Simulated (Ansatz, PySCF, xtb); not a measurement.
Gas-phase reaction R1 + R2 → P1 + P2, each structure at its B3LYP-D3(BJ)/def2-TZVP stationary point, reached from a drawn start (curvature not checked).
R1, H2O (SMILES O) (charge 0, multiplicity 1):
```tsv
atom	x (Å)	y (Å)	z (Å)
O	0.0000	0.0000	0.3896
H	0.0000	0.7650	-0.1948
H	0.0000	-0.7650	-0.1948
```
R2: F4Ti (SMILES [F][Ti]([F])([F])[F]), charge 0, multiplicity 1.
P1: F3HOTi (SMILES [OH][Ti]([F])([F])[F]), charge 0, multiplicity 1.
P2, HF (SMILES F) (charge 0, multiplicity 1):
```json
[
 {"atom": "F", "x (Å)": "0.0000", "y (Å)": "0.0000", "z (Å)": "0.4622"},
 {"atom": "H", "x (Å)": "0.0000", "y (Å)": "0.0000", "z (Å)": "-0.4622"}
]
```

P less R. No zero-point or thermal terms; no spin–orbit coupling. One arrangement of each flexible species, with no search for the lowest.

Correlated levels freeze the cores.

Run with Ansatz (a quantum-chemistry and plane-wave program); PySCF for the D3/D4 terms; xtb for the GFN methods. All values are computed, each at the level named.

Problem. Give the reaction energy at the level CCSD(T)/def2-QZVPP.

Solution. 0.41 eV

Problem. Give the reaction energy at the level GFN2-xTB.

Solution. 1.60 eV

Problem. Give the reaction energy at the level B2PLYP-D3(BJ)/def2-TZVPP.

Solution. 0.43 eV
